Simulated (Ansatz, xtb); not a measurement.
Diatomic RuH, multiplicity 4 (lowest of 2S+1 = 2, 4, 6 at CCSD(T)/def2-TZVPP on PBE0 minima; our sources give no spin for the ground state, which may be another). No spin–orbit coupling.

The constants come from a fifth-degree fit in 1/R (seven points, main isotopes). Runs in def2 and cc sets follow the lowest solution found near the PBE0 minimum.

Programs: Ansatz (Gaussian orbitals); xtb for the GFN methods. Values without a source in brackets are computed. In def2 rows elements past Kr take small-core potentials, without spin–orbit coupling. The GFN methods have no spin term and hold the electronic entropy of 300 K.

```
level                 r_e (Å)  ω_e (cm⁻¹)  B_e (cm⁻¹)  ω_e x_e (cm⁻¹)  dipole (D)
--------------------  -------  ----------  ----------  --------------  ----------
GFN1-xTB                1.594        1828        6.65              26           -
GFN2-xTB                1.617        1526        6.46              33           -
SVWN5/def2-TZVPP        1.563        2059        6.92              35        1.70
PBE/def2-TZVPP          1.584        1975        6.73              36        1.89
r2SCAN/def2-TZVPP       1.582        2002        6.75              36        2.11
B97M-V/def2-TZVPP       1.621        1805        6.43              35        2.38
B3LYP/def2-TZVPP        1.599        1916        6.61              35        2.23
PBE0/def2-TZVPP         1.589        1940        6.69              35        2.31
BHLYP/def2-TZVPP        1.617        1832        6.46              32        2.81
CAM-B3LYP/def2-TZVPP    1.601        1911        6.59              33        2.54
wB97X-V/def2-TZVPP      1.603        1895        6.57              31        2.79
wB97M-V/def2-TZVPP      1.608        1871        6.53              32        2.76
B2PLYP/def2-TZVPP       1.588        1955        6.70              36           -
CCSD/def2-TZVPP         1.591        1929        6.67              35           -
CCSD(T)/def2-TZVPP      1.585        1955        6.73              36           -
```

Correlated levels freeze the inner cores; with def2 sets outer-core shells near the valence are correlated too.

Ansatz is a first-principles code.
